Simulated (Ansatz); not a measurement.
`C[CH2][AlH][O][SiH3]` + H₂ → `[AlH2][O][SiH3]` + ethane  (hydrogenolysis of the Al–C bond)

Gas-phase electronic energies from Ansatz, PBE0-D4/def2-TZVP geometries. CCSD(T)/CBS adds triple-zeta CCSD(T) − MP2 to the extrapolated MP2 energy (def2 sets, frozen cores). This one scheme is used for every species. Functionals use def2-TZVPP. Each species was taken in one conformer, which may not be the lowest.

Problem. Is it downhill or uphill in electronic energy at CCSD(T)/CBS, and by how much? (Estimate.)

Solution. Ansatz gave: Downhill: ΔE = -6.9 kcal/mol.

Problem. What do these levels give: BLYP-D4, r2SCAN-D4, ωB97X-V, LC-ωPBE, HF/def2-TZVPP, MP2/def2-TZVPP? (An estimate is asked.)

Solution. Computed: BLYP-D4 -6.3, r2SCAN-D4 -6.3, ωB97X-V -7.9, LC-ωPBE -8.8, HF/def2-TZVPP -14.7, MP2/def2-TZVPP -6.5 kcal/mol.

Largest T1 diagnostic among the species: 0.012.

From r2SCAN to r2SCAN0 (25 % exact exchange), in def2-TZVPP and without D4, ΔE moves by −1.0 kcal/mol. In def2-TZVPP, CCSD(T) changes the Hartree–Fock value by +7.1 kcal/mol (the triples alone add +1.3 kcal/mol) and MP2 by +8.3 kcal/mol. The D4 term adds +2.7 kcal/mol with B3LYP and +1.6 kcal/mol with PBE0; it sums over pairs of atoms, weighted by their polarisabilities, and B3LYP, whose exchange is more repulsive, gets the larger term.

B3LYP here is the variant with VWN-RPA as its local correlation; programs differ in this.
